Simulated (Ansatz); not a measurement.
The cluster MnCl₂⁻. Charge -1, multiplicity 1. Geometry B3LYP-D4/def2-TZVP, that of the neutral doublet.

```xyz
3

Mn    0.000    0.000    0.000
Cl   -0.825   -1.709   -1.030
Cl    0.825    1.709    1.030
```

The restricted singlet is unstable towards broken spin symmetry in Hartree–Fock (as tested in another run); at PBE-D4/def2-TZVPD, r2SCAN-D4/def2-TZVPD, PBE0-D4/def2-TZVPD this wasn't settled. At PBE-D4/def2-TZVPD, r2SCAN-D4/def2-TZVPD the highest occupied level of the charge -1 singlet lies above zero (up to 1.02 eV). Its loss leaves the charge 0 doublet, which lies 0.64 eV higher (vertical, at PBE-D4/def2-TZVPD), but this difference is unsure: the doublet is doubtful (at the level of its geometry, ⟨S²⟩ 2.68, where a pure state has 0.75). At PBE0-D4/def2-TZVPD a triplet of charge -1 lies 2.16 eV below the restricted singlet at the same geometry. That triplet is doubtful there (⟨S²⟩ 3.03, where a pure state has 2.00). The structure comes from a short search, and lower isomers may exist.

Q: Estimate the orbital energies around the gap (eV) in Ansatz with PBE-D4/def2-TZVPD, r2SCAN-D4/def2-TZVPD, PBE0-D4/def2-TZVPD.

A: 
| orbital | PBE-D4/def2-TZVPD | r2SCAN-D4/def2-TZVPD | PBE0-D4/def2-TZVPD |
| --- | --- | --- | --- |
| HOMO−5 | -3.16 | -3.38 | -4.37 |
| HOMO−4 | -2.93 | -3.17 | -4.11 |
| HOMO−3 | -2.93 | -3.17 | -4.11 |
| HOMO−2 | 0.53 | 0.34 | -0.98 |
| HOMO−1 | 1.02 | 0.67 | -0.98 |
| HOMO | 1.02 | 0.67 | -0.65 |
| LUMO | 1.09 | 1.79 | 3.46 |
| LUMO+1 | 1.09 | 1.79 | 3.46 |
| LUMO+2 | 3.06 | 3.51 | 3.55 |
| LUMO+3 | 3.46 | 4.00 | 3.90 |
| LUMO+4 | 3.68 | 4.00 | 4.17 |
| LUMO+5 | 3.68 | 4.05 | 4.17 |
